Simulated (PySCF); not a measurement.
Constitutional and geometric isomers with formula C2H5N. All species are isolated molecules in the gas phase. One relaxed conformer stands for each flexible species; it need not be the lowest. Strings in code marks are SMILES.

Calculation: PBE0-D3(BJ)/def2-TZVP (PySCF 2.14.0). All candidates: neutral, multiplicity 1. Excitations are Tamm–Dancoff values on a coarser integration grid. The basis has no diffuse functions, so Rydberg states are missing or too high.

| Quantity | Value |
|---|---|
| T1 excitation (TDA) | 4.58 eV |
| HOMO–LUMO gap | 7.60 eV |
| HOMO | -7.56 eV |

Question: Which member has these values?
(A) `C=NC`
(B) `[H]/N=C\C`
(C) `C=CN`

Answer: B, `[H]/N=C\C`. The others give `C=CN`: 4.09 eV, 7.02 eV, -6.00 eV; `C=NC`: 4.12 eV, 7.09 eV, -7.35 eV
